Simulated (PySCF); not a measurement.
Vertical excitation energies

(H3Sn)2NH.
Structure used (PBE0-D3(BJ)/def2-SVP), in Å, numbered top down from 1:
```xyz
10
H7NSn2 angstrom
Sn     0.0427    1.7578   -0.5011
H     -0.6291    2.4177    0.9404
H      1.7434    1.9618   -0.4780
H     -0.6696    2.4910   -1.8758
N     -0.3231   -0.2396   -0.6612
Sn     0.1366   -1.6934    0.6877
H     -0.8845   -1.6484    2.0737
H     -0.0334   -3.1993   -0.1124
H      1.7565   -1.3949    1.1571
H     -1.1396   -0.4527   -1.2305
```

The calculation used TDDFT CAM-B3LYP/def2-SVPD, vertical, gas phase, core orbitals frozen in the response, def2 core potentials past Kr (PySCF). Spin–orbit coupling is left out.

| state | E (eV) | E (kJ/mol) | λ (nm) | f | main configurations (H = HOMO, L = LUMO) |
| --- | --- | --- | --- | --- | --- |
| S1 | 5.07 | 490 | 244.3 | 0.019 | H→L (92%) |
| S2 | 6.01 | 580 | 206.4 | 0.025 | H→L+1 (89%) |
| S3 | 6.43 | 620 | 192.9 | 0.0073 | H→L+3 (90%) |
| S4 | 6.47 | 624 | 191.6 | 0.0098 | H→L+2 (87%) |
| S5 | 6.83 | 659 | 181.6 | 0.0087 | H→L+4 (75%) |
| S6 | 7.12 | 687 | 174.1 | 0.016 | H→L+5 (72%), H→L+6 (12%) |
| S7 | 7.18 | 693 | 172.7 | 0.0075 | H→L+6 (73%), H→L+5 (10%) |
| S8 | 7.29 | 703 | 170.0 | 0.270 | H-1→L (78%) |
| S9 | 7.50 | 723 | 165.3 | 0.012 | H→L+7 (74%) |
| S10 | 7.64 | 738 | 162.2 | 0.0006 | H-3→L (65%), H-2→L (16%) |

Triplets (Tamm–Dancoff): T1 4.51 eV, H→L (82%), H→L+1 (10%); T2 5.80 eV, H→L+1 (79%), H→L (12%); T3 6.06 eV, H→L+2 (69%); T4 6.23 eV, H→L+3 (91%).

The lowest singlet comes at 244 nm (490 kJ/mol) in the ultraviolet; it is weak; its leading configuration is HOMO→LUMO (92%). The strongest level in the table is S8 at 7.29 eV (170 nm, f = 0.270). Löwdin shares by element: HOMO nitrogen 63%, tin 16%, hydrogen 7% or more; LUMO tin 54%, nitrogen 11%, hydrogen 7% or more (atoms not listed hold the other 28%). Weighted by f, the mean energy of these states is 7.04 eV. Of the 10 states listed, 5 reach f = 0.01 and none stays under 0.0005. The listed states span 2.57 eV, and the widest gap between neighbours is 0.93 eV (S1 to S2). The vertical ionisation energy (ΔSCF) is 8.71 eV, 1.07 eV above S10. Only the lowest 10 singlets were computed, as vertical energies without vibronic structure.
